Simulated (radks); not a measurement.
Question: Calculated with a radial shooting solver on a logarithmic mesh with Libxc functionals: Dirac Kohn-Sham, BLYP, spin-unpolarised, spherical densities, finite nucleus; open shells fill j = l - 1/2 first; Fermi nuclear charge, rms radius of each element as measured or else 0.836 A^(1/3) + 0.57 fm. Each species is in its NIST ground configuration. Rank Ge, As, Br, Kr, Mn, V, Sc, Ga, Ca, Co, Cu, Se, Zn, Fe, Ti, Ni, Cr, K by Delta-SCF ionisation energy (eV), largest first.

Answer: Kr 13.893, Br 12.190, Se 10.515, Zn 9.940, As 8.860, Fe 8.725, Mn 8.396, Cu 8.277, Ge 7.453, Ti 7.284, V 7.249, Cr 6.965, Sc 6.822, Co 6.719, Ni 6.600, Ca 6.230, Ga 5.748, K 4.359.
